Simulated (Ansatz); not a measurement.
Species: sum formula Si2H4F (charge 0, doublet). It need not be the lowest isomer of its formula. 
Structure (B3LYP-D3(BJ)/def2-TZVP (Ansatz, a first-principles code) minimum search):
```xyz
7

F      1.5659    -0.9339     0.4305
Si     0.8118     0.2504    -0.3742
Si    -1.4969     0.1987     0.0664
H      1.4706     1.5245     0.0329
H     -1.8092     0.3258     1.5123
H     -2.0982     1.3374    -0.6689
H     -2.0654    -1.0703    -0.4425
```
Charge 0, spin multiplicity 2.

Total electronic energies in hartree. Cores are frozen in the correlated levels unless marked. UHF or UKS for open shells. No spin-orbit coupling. No relativistic terms. Basis-set limits of correlation are two-point, X^-3; Hartree-Fock from the larger set.

```json
[
 {"level": "HF/cc-pV(D+d)Z", "program": "Ansatz", "energy (Eh)": "-679.65144"},
 {"level": "RI-HF/aug-cc-pV(T+d)Z", "program": "Ansatz", "energy (Eh)": "-679.72215"},
 {"level": "BLYP-D3(BJ)/def2-TZVPD", "program": "Ansatz + dftd3", "energy (Eh)": "-681.29133"},
 {"level": "BLYP-D4/def2-TZVPD", "program": "Ansatz + dftd4", "energy (Eh)": "-681.29072"},
 {"level": "r2SCAN-D3(BJ)/def2-TZVPD", "program": "Ansatz + dftd3", "energy (Eh)": "-681.20363"},
 {"level": "B3LYP-D4/def2-TZVPD", "program": "Ansatz + dftd4", "energy (Eh)": "-681.35245"},
 {"level": "BHLYP-D3(BJ)/def2-TZVPD", "program": "Ansatz + dftd3", "energy (Eh)": "-681.27012"},
 {"level": "wB97M-V/def2-TZVPD", "program": "Ansatz", "energy (Eh)": "-681.21400"},
 {"level": "MP2/cc-pVTZ", "program": "Ansatz", "energy (Eh)": "-680.19129"},
 {"level": "MP2/cc-pwCVTZ", "program": "Ansatz", "energy (Eh)": "-680.20833"},
 {"level": "SCS-MP2/cc-pV(T+d)Z", "program": "Ansatz", "energy (Eh)": "-680.20414"},
 {"level": "SCS-MP2/cc-pwCVTZ", "program": "Ansatz", "energy (Eh)": "-680.21540"},
 {"level": "CCSD/cc-pwCVTZ", "program": "Ansatz", "energy (Eh)": "-680.24586"},
 {"level": "CCSD(T)/cc-pVTZ", "program": "Ansatz", "energy (Eh)": "-680.24601"},
 {"level": "CCSD(T)/CBS(aug-cc-pV(T+d)Z,aug-cc-pV(Q+d)Z)", "program": "Ansatz", "energy (Eh)": "-680.3373"}
]
```

Totals of different functionals don't rank their quality; only differences between species are comparable.
